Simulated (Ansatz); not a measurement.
Z-matrix (Å, degrees):
```
B
O 1 1.3766
H 2 0.9705 1 114.87
O 1 1.3784 2 126.00 3 0.00
H 4 0.9714 1 114.52 2 0.00
S 1 1.8292 2 115.36 3 -180.00
H 6 1.3523 1 94.16 2 180.00
```
Charge +1, spin multiplicity 2.

The numbers are results of frozen-core CCSD(T)/cc-pVTZ // PBE-D3(BJ)/def2-TZVP in Ansatz (a first-principles code), not measurements. The geometry is that of the parent before the electron was removed.

| Property | Result |
|---|---|
| HF energy | -573.59128 Ha |
| MP2 correlation energy | -0.71667 Ha |

### Question
Estimate the CCSD correlation energy, the (T) correction, the total energy and the T1 diagnostic.

### Answer

```
Property                        Result
-----------------------  -------------
CCSD correlation energy    -0.74456 Ha
(T) correction             -0.02915 Ha
CCSD(T) total energy     -574.36498 Ha
T1 diagnostic                    0.017
```
